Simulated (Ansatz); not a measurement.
Mulliken charges of `O[SiH2]B(F)Cl` from r2SCAN/def2-TZVPP in Ansatz (PBE0-D4/def2-TZVP geometry).

```json
{"atom": "O1", "x (Å)": "-0.005", "y (Å)": "0.193", "z (Å)": "1.782", "charge (e)": "-0.419"}
{"atom": "Si2", "x (Å)": "0.600", "y (Å)": "-0.458", "z (Å)": "0.395", "charge (e)": "0.412"}
{"atom": "B3", "x (Å)": "-0.508", "y (Å)": "0.134", "z (Å)": "-1.203", "charge (e)": "0.346"}
{"atom": "F4", "x (Å)": "-0.372", "y (Å)": "-0.375", "z (Å)": "-2.407", "charge (e)": "-0.225"}
{"atom": "Cl5", "x (Å)": "-1.703", "y (Å)": "1.416", "z (Å)": "-1.009", "charge (e)": "-0.142"}
{"atom": "H6", "x (Å)": "-0.508", "y (Å)": "1.004", "z (Å)": "1.695", "charge (e)": "0.203"}
{"atom": "H7", "x (Å)": "2.010", "y (Å)": "-0.036", "z (Å)": "0.154", "charge (e)": "-0.098"}
{"atom": "H8", "x (Å)": "0.578", "y (Å)": "-1.935", "z (Å)": "0.538", "charge (e)": "-0.078"}
```

**Question.** By hand: the dipole of these point charges (1 e Å = 4.8032 D).

**Answer.** Σ q r = (0.054, 0.018, -0.028) e Å, of length 0.063 e Å = 0.30 D.

**Question.** How does the dipole of the full density compare? (Estimate.)

**Answer.** The calculation gave: (-0.034, 0.143, -0.019) e Å, 0.71 D; the point charges give 0.42 times that, at 82° from its direction.

Point charges leave out the atoms' own dipoles, such as those of lone pairs, and Mulliken's split depends on the basis, so the two needn't agree.
